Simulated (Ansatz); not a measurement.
Frontier orbitals of CH₆FInOSi (`[F][InH][CH2]O[SiH3]`).

Total charge 0; spin multiplicity 1. Correlated methods include outer-core shells of In, which these sets cover unevenly. In: def2 effective core potential. All single points use the PBE0-D4/def2-TZVP geometry. It is one conformer, not always the lowest. Basis def2-TZVPP, Ansatz.

Orbital energies of one run (eV). Highest occupied ones, from the top: -6.38, -7.57, -7.82, -7.96, -8.27, -8.85, -9.12, -9.94, -11.27, -11.64, -11.88, -13.98, -16.90, -18.72. Empty: -2.57, -1.63, -1.09, -0.63, -0.03, 0.44.

Question: Which functional gave them?
A. CAM-B3LYP
B. ωB97X-V
C. LDA (SPW92)
D. HSE06 (plane-wave form)

Answer: C. HOMO energies: LDA (SPW92) -6.38, CAM-B3LYP -8.78, HSE06 -7.05, ωB97X-V -9.72 eV.
